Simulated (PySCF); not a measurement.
Predicted microwave data (PBE0/pcSseg-1 in PySCF (dipole) on a GFN2-xTB geometry, gas phase) for one isomer of C5H9ClO2Si:

```
Rotational constants : A = 2582, B = 526.7, C = 450.4 MHz
Dipole components    : |μa| = 5.78 D, |μb| = 0.38 D, |μc| = 1.16 D
Inertial defect      : -33.30 u·Å²
κ                    : -0.93
```

Problem. Which structure is it? (One computed conformer of each.)
A. `[CH2:1]=[CH:2][C@@H:3]1[CH2:4][O:5][CH2:6][Si@@H:7]([Cl:8])[O:9]1` with C1–C2–C3–C4 135°, C2–C3–C4–O5 -64°, C3–C4–O5–C6 -75°, C4–O5–C6–Si7 57°, O5–C6–Si7–Cl8 -147°
B. `[CH3:1][C:2](=[O:3])[CH2:4][C:5](=[O:6])[SiH2:7][CH2:8][Cl:9]` with C1–C2–C4–C5 144°, C2–C4–C5–O6 -139°, C4–C5–Si7–C8 157°, C5–Si7–C8–Cl9 -178°
C. `[CH3:1][O:2][CH2:3][O:4][C:5]1=[C:6]([SiH2:7][Cl:8])[CH2:9]1` with C1–O2–C3–O4 76°, O2–C3–O4–C5 -97°, C3–O4–C5–C6 -7°, C5–C6–Si7–Cl8 -9°

Solution. B. It is CC(=O)CC(=O)[SiH2]CCl, a near-prolate asymmetric top, point group C1. The candidates at the same level (rigid rotor, commonest isotopes):

| SMILES | A (MHz) | B (MHz) | C (MHz) | μa (D) | μb (D) | μc (D) | Δ (u·Å²) | point group | rotor |
| --- | --- | --- | --- | --- | --- | --- | --- | --- | --- |
| C=C[C@@H]1COC[Si@@H](Cl)O1 | 1907 | 879.5 | 715.4 | 1.32 | 0.80 | 0.14 | -133.26 | C1 | asymmetric top |
| COCOC1=C([SiH2]Cl)C1 | 1375 | 871.3 | 617.5 | 0.69 | 0.46 | 0.59 | -129.20 | C1 | asymmetric top |
| CC(=O)CC(=O)[SiH2]CCl | 2582 | 526.7 | 450.4 | 5.78 | 0.38 | 1.16 | -33.30 | C1 | near-prolate asymmetric top |

`COCOC1=C([SiH2]Cl)C1` has B 65 % too high; `C=C[C@@H]1COC[Si@@H](Cl)O1` has B 67 % too high. No structure here is proved a minimum.
